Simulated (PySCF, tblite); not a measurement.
Compound: C₅H₁₂N₂Si.
Numbering: `[CH2:1]=[CH:2]/[CH:3]=[N:4]/[NH:5][SiH:6]([CH3:7])[CH3:8]` (hydrogens: H9, H10 on C1; H11 on C2; H12 on C3; H13 on N5; H14 on Si6; H15, H16, H17 on C7; H18, H19, H20 on C8)

The geometry is computed with GFN2-xTB (gas phase).

Problem. What internal coordinates does the optimisation give?

Solution. 
```tsv
bond	length (Å)	order
C1=C2	1.331	double
C2–C3	1.438	single
C3=N4	1.275	double
N4–N5	1.339	single
N5–Si6	1.750	single
Si6–C7	1.907	single
Si6–C8	1.894	single
C1–H9	1.078	single
C1–H10	1.076	single
C2–H11	1.081	single
C3–H12	1.093	single
N5–H13	1.011	single
Si6–H14	1.473	single
C7–H15 and 5 like bonds	1.086	single
```

Bonds in one row agree within 0.01 Å and their mean is given. Orders are formal, as drawn. A selection of angles:
```tsv
angle	degrees
C1–C2–C3	123.6
C2–C3–N4	119.6
C3–N4–N5	121.2
N4–N5–Si6	130.9
N5–Si6–C7	110.7
N5–Si6–C8	103.5
C7–Si6–C8	111.2
H13–N5–N4	109.6
H13–N5–Si6	119.5
```

Dihedral angles: C1–C2–C3–N4 180° (antiperiplanar); C2–C3–N4–N5 180° (antiperiplanar); C3–N4–N5–Si6 2° (synperiplanar); N4–N5–Si6–C7 61° (synclinal). The mirror-image conformer, all signs reversed, is as good.

Of the pairs four or more bonds apart, Si6···H12 is among the closest relative to their van der Waals radii: 2.77 Å, 84 % of the sum of Bondi's values. N4 (C=N nitrogen) is bent (angle 121.2°). N5 (silicon-bound nitrogen) is planar (angles 130.9°, 119.5° and 109.6°, sum 360.0°, 0.00 Å off the plane of its three neighbours). Si6 (SiH silicon) is distorted tetrahedral (angles from 103.5° to 111.2°). The 2 C–C bonds span 1.331 Å (C1=C2, drawn double) to 1.438 Å (C2–C3, drawn single), a spread of 0.107 Å.

Point group: C1 (no symmetry element, even within 0.4 Å). GFN2-xTB frequencies show an imaginary mode (70i cm⁻¹), so the point is no minimum at that level.
